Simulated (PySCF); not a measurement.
# One molecule, several mistakes: GeH6N2Si

These are calculations, not measurements. The program is PySCF 2.14.0, an open-source quantum chemistry code, run on an isolated molecule that a program drew, which may never have been made. The molecule is GeH6N2Si (charge 0, singlet), drawn as the SMILES string `N[Si][GeH2][NH2]`.

Each row is a Hartree-Fock (HF) and frozen-core CCSD(T) single point in the cc-pV(D+d)Z basis, meant for a local HF minimum. Run 1 is clean. Each other run has one planted mistake out of seven kinds, and not every kind appears here: one electron removed, one electron added, multiplicity raised by two, geometry at a saddle point, minimal basis STO-3G, one bond length entered in bohr, all coordinates scaled. The reference is restricted for singlets and unrestricted otherwise, and also for a bond in bohr. Adding or removing an electron swaps singlet and doublet. Electrons count all cores. HOMO and LUMO are orbital energies over both spins, the gradient is its largest component, and the lowest frequency (negative if imaginary) is given only where the gradient is small. Bond lengths are over the 9 bonds as drawn. T1 is the CCSD diagnostic: over 0.02 (restricted) or 0.045 (unrestricted) a single reference is doubtful. Germanium has the cc-pVDZ-PP basis, with a core potential (ECP10MDF) in place of its 10 inner electrons, and its 3s, 3p and 3d shells are frozen in CCSD(T).

Geometry of the clean run:
```xyz
10
GeH6N2Si, angstrom
N     1.6862    2.4715    1.3303
Si    1.7136    1.2119    0.1836
Ge    1.1661   -0.6237    1.7590
N    -0.0959   -1.8642    1.1825
H     1.8893    3.4187    1.0671
H     1.4762    2.4032    2.3093
H     0.6426   -0.0736    3.1059
H     2.4262   -1.4593    2.0610
H     0.2445   -2.4513    0.4388
H    -0.9542   -1.4484    0.8610
```

| run | electrons | basis functions | <S^2> | HOMO (eV) | LUMO (eV) | gradient (hartree/bohr) | lowest frequency (cm^-1) | mean bond (Å) | longest bond (Å) | T1 | HF (hartree) | CCSD(T) (hartree) | mistake |
|---|---|---|---|---|---|---|---|---|---|---|---|---|---|
| 1 | 66 | 104 | 0.000 | -7.80 | 1.44 | 1.0e-05 | 32 | 1.4615 | 2.480 | 0.0160 | -694.70290 | -695.29797 | no fault |
| 2 | 66 | 104 | 0.836 | -8.05 | 1.28 | 1.7e-02 | - | 1.5610 | 2.480 | 0.0537 | -694.57735 | -695.16055 | one bond length entered in bohr |
| 3 | 65 | 104 | 0.792 | -14.91 | -5.89 | 5.8e-02 | - | 1.4615 | 2.480 | 0.0303 | -694.45192 | -695.02863 | one electron removed |
| 4 | 66 | 104 | 2.015 | -6.54 | 0.37 | 3.3e-02 | - | 1.4615 | 2.480 | 0.0232 | -694.65263 | -695.22541 | multiplicity raised by two |
| 5 | 66 | 104 | 0.000 | -7.46 | 1.94 | 1.3e-01 | - | 1.3270 | 2.252 | 0.0130 | -694.60151 | -695.17794 | ? |

**Which mistake was planted in run 5, and what did it cost?**

The mean and the longest bond both change by the same factor, 0.908, and the gradient is no longer small. So the mistake is: all coordinates scaled. Subtracting run 1 and multiplying by 627.51 kcal/mol a hartree, the energy moved by 63.6 kcal/mol in HF and 75.3 kcal/mol in CCSD(T).

Cautions from the logs. Run 2: T1 is over the limit, so its CCSD(T) energy is less reliable.
